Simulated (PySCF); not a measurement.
Species: C4H7NSi.
Numbering: `[CH:1]#[C:2]/[CH:3]=[N:4]\[SiH2:5][CH3:6]` (hydrogens: H7 on C1; H8 on C3; H9, H10 on Si5; H11, H12, H13 on C6)

Jobs on this species (13 atoms, 52 electrons) with PySCF (density fitting). Hardware of each: an Arm Neoverse V2 with one thread, no GPU, on a shared host. The host was shared with other jobs, so the times are rough. Peak memory is the resident size of the whole Python process, interpreter and libraries included.

```csv
level and settings,work,basis functions,SCF cycles,wall time,peak memory
CAM-B3LYP/def2-SVPD,"10 singlets by full TDDFT, 4 Tamm–Dancoff triplets, polarisability, ΔSCF ions",180,?,?,?
PBE0/def2-SVP,"10 singlets by full TDDFT, 4 Tamm–Dancoff triplets, polarisability",123,?,?,?
B3LYP/def2-SVPD,"10 singlets by full TDDFT, 4 Tamm–Dancoff triplets, polarisability, ΔSCF ions",180,?,?,?
wB97X-D/def2-SVPD,"10 singlets by full TDDFT, 4 Tamm–Dancoff triplets, polarisability, ΔSCF ions",180,15,2.0 min,0.91 GiB
PBE0/6-31G*,"10 singlets by full TDDFT, 4 Tamm–Dancoff triplets, polarisability",102,14,7.8 s,0.82 GiB
PBE0/pcSseg-1,shieldings,144,14,9.8 s,0.77 GiB
CAM-B3LYP/pcSseg-1,shieldings,144,13,14 s,0.81 GiB
B97-D/pcSseg-1,shieldings,144,16,14 s,0.73 GiB
WP04/pcSseg-1,shieldings,144,16,11 s,0.77 GiB
```

Problem. Fill in the missing figures.

Solution. 
- CAM-B3LYP/def2-SVPD; 10 singlets by full TDDFT, 4 Tamm–Dancoff triplets, polarisability, ΔSCF ions: 2.1 min, 0.95 GiB, 13 SCF cycles
- PBE0/def2-SVP; 10 singlets by full TDDFT, 4 Tamm–Dancoff triplets, polarisability: 12 s, 0.63 GiB, 14 SCF cycles
- B3LYP/def2-SVPD; 10 singlets by full TDDFT, 4 Tamm–Dancoff triplets, polarisability, ΔSCF ions: 86 s, 0.82 GiB, 15 SCF cycles

Problem. What do all jobs in the table cost together?

Solution. About 6.7 min; the longest takes about 31 % of that, and about 16 times as long as the shortest.
